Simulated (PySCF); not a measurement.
These are PBE-D3(BJ)/def2-TZVP // BP86-D3(BJ)/def2-SVP (PySCF) values and carry that method's errors. Isolated molecules, 0 K electronic values unless said otherwise. One relaxed conformer stands for a flexible species; it need not be the lowest. 

Reference species: [Ti(NH2)4] (neutral, multiplicity 1).

```yaml
LUMO: -1.71 eV
HOMO–LUMO gap: 3.71 eV
mean_distance_from_the_central_atom_to_its_bonded_neighbours: 1.899 Å
```

After one change: the LUMO rises by 0.86 eV; the HOMO–LUMO gap rises by 0.78 eV; the mean distance from the central atom to its bonded neighbours increases by 0.161 Å.

Q: Name the change that produced these shifts. The new species is one of these.
A. [Mo(=O)(NH2)4]
B. [Zr(NH2)4]
C. [Ta(=O)(NH2)3]
D. [W(=O)(NH2)4]

A: B, [Zr(NH2)4]
